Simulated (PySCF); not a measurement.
Excitation energy of Rh+ by level of theory

Rh+ [Kr] 4d8 (3F) → Rh+ [Kr] 4d7 5s1 (5F), as a difference of total energies. Computed with PySCF 2.14 in ANO-RCC-VTZP (7s6p4d2f1g, 68 functions), with the spin-free X2C one-electron Hamiltonian (Gaussian nucleus). Correlated levels: valence and next inner shell: [Ar] 3d10 frozen. The calculations carry no spin-orbit coupling.

```json
{"method": "UHF", "excitation energy (eV)": "1.360", "error (eV)": "-0.766"}
{"method": "MP2 (valence and next inner shell)", "excitation energy (eV)": "2.127", "error (eV)": "+0.001"}
{"method": "SCS-MP2 (valence and next inner shell)", "excitation energy (eV)": "2.278", "error (eV)": "+0.152"}
{"method": "CCSD (valence and next inner shell)", "excitation energy (eV)": "1.957", "error (eV)": "-0.169"}
{"method": "CCSD(T) (valence and next inner shell)", "excitation energy (eV)": "1.997", "error (eV)": "-0.129"}
```

Reference: 2.126 eV (measured; NIST levels, between the centres of gravity of the two terms).

Errors of the correlated levels include the incompleteness of this basis and the frozen core.

The basis was made for the ground configuration and has no added diffuse functions, so the excitation energy can come out too high.
